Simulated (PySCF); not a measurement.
# Dipole response of Au²⁺ (gold, charge +2)

[Xe] 4f14 5d9, 2D determinant. Calculation: PySCF 2.14, in x2c-TZVPPall with one added diffuse shell each of s, p, d, f type (12s8p8d4f1g, 113 functions); the spin-free X2C one-electron Hamiltonian (Gaussian nucleus). Coupled (time-dependent) response in atomic units; α is the mean over directions.

```tsv
method	mean α (bohr³)	α xx, yy, zz	C₆ (like pair)	S(−4)
PBE	9.076	8.968, 8.968, 9.293	59.53	17.69
```

S(−4) is the Cauchy moment in α(ω) = α(0) + S(−4) ω² + …

Spin-orbit coupling is absent.

α(iu) at PBE:

```tsv
u (hartree)	α(iu) (bohr³)
0	9.076
0.0500	9.032
0.100	8.905
0.200	8.453
0.300	7.848
0.500	6.587
0.750	5.282
1.00	4.300
1.50	2.989
2.00	2.185
3.00	1.299
5.00	0.6025
```

A single London oscillator, α(iu) = α/(1 + u²/ω²), gives C₆ = (3/4) ω α². Matching the computed C₆ needs ω = 4 × 59.53 / (3 × 9.076²) = 0.964 hartree.

For an ion, C₆ is the dispersion term alone; charge-induced terms of lower order in 1/R come first.

The components differ because the open shell of this determinant is not spherical; for a pure term their mean is the scalar polarisability.

Spin-orbit coupling, absent here, splits the open shell strongly.
